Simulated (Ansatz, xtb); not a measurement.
**A geometry optimisation of C3H6AlNS with r2SCAN-D4/def2-SVP**

The starting geometry of this gas-phase singlet was built from a drawn formula by distance geometry and a force field; its bonds are those of `[CH3][AlH][C@@H](S)C#N`.

```yaml
atoms:
  - { symbol: C, position_ang: [-1.2374, -3.6317, 0.1907] }
  - { symbol: C, position_ang: [-1.4153, -0.3698, 1.1263] }
  - { symbol: C, position_ang: [-2.8528, -0.2448, 0.9181] }
  - { symbol: Al, position_ang: [-0.9238, -2.2153, 1.5583] }
  - { symbol: N, position_ang: [-4.0384, -0.2743, 0.7252] }
  - { symbol: S, position_ang: [-0.5297, 0.2982, -0.3035] }
  - { symbol: H, position_ang: [-2.2752, -3.7131, -0.0691] }
  - { symbol: H, position_ang: [-0.6986, -3.3936, -0.7445] }
  - { symbol: H, position_ang: [-0.8198, -4.5710, 0.5707] }
  - { symbol: H, position_ang: [-0.2428, -2.5565, 2.9121] }
  - { symbol: H, position_ang: [-1.1771, 0.3176, 1.9924] }
  - { symbol: H, position_ang: [0.6706, 0.2815, 0.3237] }
```

Q: Predict what it relaxes into with r2SCAN-D4/def2-SVP.

A: A new bond forms, giving a structure given below by its coordinates. Contacts that close: Al4–S6 (3.15 → 2.52 Å).

The energy falls by 0.57 eV over 25 steps:

```
step  E − E(last) (eV)
   1             0.570
   4             0.236
   6             0.077
   9             0.016
  12             0.013
  14             0.008
  17             0.003
  20             0.001
  22             0.000
  25             0.000
```

Final geometry (Å):

```xyz
12

C    -1.3293   -3.5785    0.1828
C    -1.6046   -0.4224    1.3619
C    -2.9451   -0.4048    0.8631
Al   -0.5778   -2.1418    1.2563
N    -4.0418   -0.4610    0.4669
S    -0.3824    0.0129   -0.0320
H    -2.1448   -3.2204   -0.4671
H    -0.5726   -4.0616   -0.4576
H    -1.7539   -4.3707    0.8242
H     0.6843   -2.1827    2.2173
H    -1.4586    0.2841    2.1913
H     0.5864    0.4742    0.7931
```

From the same start GFN2-xTB reaches the same bonding as this run.

No frequencies were run, so the end isn't proven a minimum. Run with Ansatz 0.2.0, 52 s on 2 threads of Intel(R) Xeon(R) 6975P-C (Granite Rapids), with other jobs on the host.
